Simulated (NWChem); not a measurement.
System: CH₅GaO; SMILES [O]([GaH2])C

NWChem input:

```
start job
memory heap 200 mb stack 900 mb global 1100 mb
geometry units angstroms noautoz
  Ga    -0.111282    -0.685859    -0.025135
  H     -1.206357    -1.801490     0.063924
  H      1.452035    -0.795358    -0.194359
  O     -0.774623     0.984092     0.086800
  C      0.046560     2.135426     0.027965
  H      1.114785     1.897319    -0.092571
  H     -0.259954     2.766786    -0.816868
  H     -0.070755     2.722156     0.948998
end
basis spherical
  * library def2-svp
end
dft
  xc m06-l
  grid coarse
  iterations 150
  mulliken
end
task dft gradient
```

Parts of the log:

```
             Northwest Computational Chemistry Package (NWChem) 7.3.0
             --------------------------------------------------------

 CS  symmetry detected

                             Geometry "geometry" -> ""
                             -------------------------

 Output coordinates in angstroms (scale by  1.889725989 to convert to a.u.)

  No.       Tag          Charge          X              Y              Z
 ---- ---------------- ---------- -------------- -------------- --------------
    1 Ga                  31.0000     0.03031498    -0.77192451     0.00000000
    2 H                    1.0000    -1.10710370    -1.84804347     0.00000000
    3 H                    1.0000     1.59785999    -0.93742218     0.00000000
    4 O                    8.0000    -0.58119626     0.92139799     0.00000000
    5 C                    6.0000     0.28211769     2.04303165     0.00000000
    6 H                    1.0000     1.34792945     1.76667506     0.00000000
    7 H                    1.0000     0.08920691     2.65953826    -0.88826636
    8 H                    1.0000     0.08920691     2.65953826     0.88826636

 Effective nuclear repulsion energy (a.u.)     182.9227666599

      Symmetry information
      --------------------

 Group name             Cs
 Group number              2
 Group order               2
 No. of unique centers     7

                                 NWChem DFT Module
                                 -----------------

 Summary of "ao basis" -> "ao basis" (spherical)
 ------------------------------------------------------------------------------
       Tag                 Description            Shells   Functions and Types
 ---------------- ------------------------------  ------  ---------------------
 Ga                         def2-svp                12       32   5s4p3d
 H                          def2-svp                 3        5   2s1p
 O                          def2-svp                 6       14   3s2p1d
 C                          def2-svp                 6       14   3s2p1d

      Symmetry analysis of basis
      --------------------------

        a'         59
        a"         26

            General Information
            -------------------
          SCF calculation type: DFT
          Wavefunction type:  closed shell.
          No. of atoms     :     8
          No. of electrons :    50
           Alpha electrons :    25
            Beta electrons :    25
          Charge           :     0
          Spin multiplicity:     1
          Use of symmetry is: on ; symmetry adaption is: on
          Maximum number of iterations: 150
          AO basis - number of functions:    85
                     number of shells:    39
          Convergence on energy requested:  1.00D-06
          Convergence on density requested:  1.00D-05
          Convergence on gradient requested:  5.00D-04

              XC Information
              --------------
                        M06-L Method XC Functional
                         M06-L Exchange Functional  1.000
                       M06-L Correlation Potential  1.000

             Grid Information
             ----------------
          Grid used for XC integration:  coarse
          Radial quadrature: Mura-Knowles
          Angular quadrature: Lebedev.
          Tag              B.-S. Rad. Rad. Pts. Rad. Cut. Ang. Pts.
          ---              ---------- --------- --------- ---------
          Ga                  1.30       95          10.0       302
          H                   0.35       35          11.0       302
          O                   0.60       35           8.0       302
          C                   0.70       35          11.0       302
          Grid pruning is: on
          Number of quadrature shells:   305
          Spatial weights used:  Erf1

      Superposition of Atomic Density Guess
      -------------------------------------

 Sum of atomic energies:       -2037.78822050

      Non-variational initial energy
      ------------------------------

 Total energy =   -2038.803735
 1-e energy   =   -3204.529591
 2-e energy   =     982.803089
 HOMO         =      -0.355437
 LUMO         =       0.003124

      Symmetry analysis of molecular orbitals - initial
      -------------------------------------------------

  Numbering of irreducible representations:

     1 a'          2 a"

  Orbital symmetries:

     1 a'          2 a'          3 a'          4 a'          5 a"
     6 a'          7 a'          8 a'          9 a'         10 a'
    11 a"         12 a'         13 a'         14 a'         15 a'
    16 a"         17 a"         18 a'         19 a'         20 a'
    21 a"         22 a'         23 a'         24 a"         25 a'
    26 a"         27 a'         28 a'         29 a'         30 a'
    31 a"         32 a'         33 a'         34 a'         35 a'

     ---------------------------------------------
      Total Density - Mulliken Population Analysis
     ---------------------------------------------

    Atom       Charge   Shell Charges
 -----------   ------   -------------------------------------------------------
    1 Ga  31    30.06   2.00  2.00  2.00  0.94  0.23  6.00  5.98  0.57  0.30  8.10  1.83  0.12
    2 H    1     1.15   0.68  0.47  0.01
    3 H    1     1.16   0.67  0.48  0.01
    4 O    8     8.97   1.99  1.11  0.72  3.08  2.06  0.01
    5 C    6     5.87   1.99  0.92  0.21  1.85  0.85  0.05
    6 H    1     0.93   0.69  0.22  0.02
    7 H    1     0.93   0.69  0.21  0.02
    8 H    1     0.93   0.69  0.21  0.02

   convergence    iter        energy       DeltaE   RMS-Dens  Diis-err
 ---------------- ----- ----------------- --------- --------- ---------
 d= 0,ls=0.0,diis     1  -2040.7067232862 -2.22D+03  2.44D-02  5.42D-01
 d= 0,ls=0.0,diis     2  -2040.0554850433  6.51D-01  1.88D-02  5.84D+00
 d= 0,ls=0.0,diis     3  -2040.7808127176 -7.25D-01  2.44D-03  4.01D-02
 d= 0,ls=0.0,diis     4  -2040.7822338784 -1.42D-03  1.09D-03  2.46D-02
 d= 0,ls=0.0,diis     5  -2040.7778661874  4.37D-03  7.25D-04  4.03D-03
  Resetting Diis
 d= 0,ls=0.0,diis     6  -2040.7785619233 -6.96D-04  1.23D-03  2.52D-03
 d= 0,ls=0.0,diis     7  -2040.7793273914 -7.65D-04  1.73D-03  1.06D-03
 d= 0,ls=0.0,diis     8  -2040.7797120503 -3.85D-04  2.03D-04  6.51D-04
 d= 0,ls=0.0,diis     9  -2040.7797450672 -3.30D-05  1.15D-04  1.82D-04
 d= 0,ls=0.0,diis    10  -2040.7797548086 -9.74D-06  5.12D-05  3.99D-05
 d= 0,ls=0.0,diis    11  -2040.7797586874 -3.88D-06  1.20D-05  1.99D-06
 d= 0,ls=0.0,diis    12  -2040.7797588848 -1.97D-07  2.54D-06  7.28D-08

         Total DFT energy =    -2040.779758884755
      One electron energy =    -3206.367476676122
           Coulomb energy =     1073.573865851078
    Exchange-Corr. energy =      -90.908914719638
 Nuclear repulsion energy =      182.922766659927

 Numeric. integr. density =       49.999952589119

                  Occupations of the irreducible representations
                  ----------------------------------------------

                     irrep           alpha         beta
                     --------     --------     --------
                     a'               19.0         19.0
                     a"                6.0          6.0

                       DFT Final Molecular Orbital Analysis
                       ------------------------------------

 Vector   23  Occ=2.000000D+00  E=-2.861442D-01  Symmetry=a'
              MO Center= -1.8D-02, -1.0D+00,  2.0D-15, r^2= 3.3D+00
   Bfn.  Coefficient  Atom+Function         Bfn.  Coefficient  Atom+Function
  ----- ------------  ---------------      ----- ------------  ---------------
    33      0.346968  2 H  s                 38     -0.279209  3 H  s
    12     -0.255240  1 Ga px                34      0.252590  2 H  s
    39     -0.214174  3 H  s                  9      0.148872  1 Ga px
    13     -0.147186  1 Ga py                61     -0.110614  5 C  py
    47      0.103799  4 O  py                18     -0.098750  1 Ga d -2

 Vector   24  Occ=2.000000D+00  E=-2.457373D-01  Symmetry=a'
              MO Center= -9.5D-02,  9.2D-01, -1.2D-15, r^2= 2.3D+00
   Bfn.  Coefficient  Atom+Function         Bfn.  Coefficient  Atom+Function
  ----- ------------  ---------------      ----- ------------  ---------------
    46      0.467759  4 O  px                49      0.363065  4 O  px
    71     -0.232550  6 H  s                 47     -0.223452  4 O  py
    39     -0.186151  3 H  s                 72     -0.170931  6 H  s
    60     -0.164798  5 C  px                50     -0.162435  4 O  py
    38     -0.160063  3 H  s                 13      0.122700  1 Ga py

[...]

                         DFT ENERGY GRADIENTS

    atom               coordinates                        gradient
                 x          y          z           x          y          z
   1 Ga      0.057287  -1.458726   0.000000   -0.000039   0.002827   0.000000
   2 H      -2.092123  -3.492296   0.000000   -0.001324  -0.001596   0.000000
   3 H       3.019518  -1.771471   0.000000    0.002202  -0.000559   0.000000
   4 O      -1.098302   1.741190   0.000000   -0.007838  -0.007900   0.000000
   5 C       0.533125   3.860770   0.000000    0.011417   0.012537   0.000000
   6 H       2.547217   3.338532   0.000000   -0.002823  -0.000926   0.000000
   7 H       0.168577   5.025799  -1.678580   -0.000797  -0.002191   0.000995
   8 H       0.168577   5.025799   1.678580   -0.000797  -0.002191  -0.000995
```

Level: M06-L/def2-SVP. The geometry was optimised at B3LYP/6-31G* (spherical d).
